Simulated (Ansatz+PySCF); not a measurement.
**singlet H₄: levels of theory in one basis**

```yaml
atoms:
  - { symbol: H, position_ang: [0.0000, 0.0000, 0.0000] }
  - { symbol: H, position_ang: [0.0000, 0.0000, 1.0000] }
  - { symbol: H, position_ang: [0.0000, 0.0000, 2.0000] }
  - { symbol: H, position_ang: [0.0000, 0.0000, 3.0000] }
```

Basis set: cc-pVDZ (spherical functions). All electrons are correlated. Charge 0, multiplicity 1.

Computed with Ansatz (development build ahead of 0.2.0); each method stands on the lowest determinant of its kind that the runs found. NEVPT2 correlates all electrons. Active spaces start from the frontier orbitals, and the lowest solution found is given.

```tsv
method	E − E(RHF) (eV)	<S²> of the determinant
RHF	0.00	0.00
RHF-CCSD	-2.35	–
RHF-CCSD(T)	-2.38	–
full CI (lowest root of this spin)	-2.38	–
CASSCF(4,4)	-1.47	–
CASSCF(2,2)	-0.68	–
SC-NEVPT2(4,4)	-2.11	–
SC-NEVPT2(2,2)	-1.86	–
```

(1) What does RHF-MP2 give on the same scale?

(2) Is a single determinant a sound starting point here?

Answers

(1) -1.76 eV.

At such a shape the full CI root can have another spatial symmetry than the determinants, so the rows needn't describe one state.

(2) Only with care. Unrestricted orbitals gain 0.00 eV and <S²> is 0.00 against 0.00 for a pure state, but bonds are stretched. The CASSCF(4,4) natural occupations are 1.97, 1.92, 0.08, 0.03. The CASSCF(2,2) natural occupations are 1.95, 0.05.

Caution for RHF-MP2, RHF-CCSD, RHF-CCSD(T): bonds are stretched, where a single reference can fail. Caution for CASSCF(2,2): other starts end on other solutions of this active space.
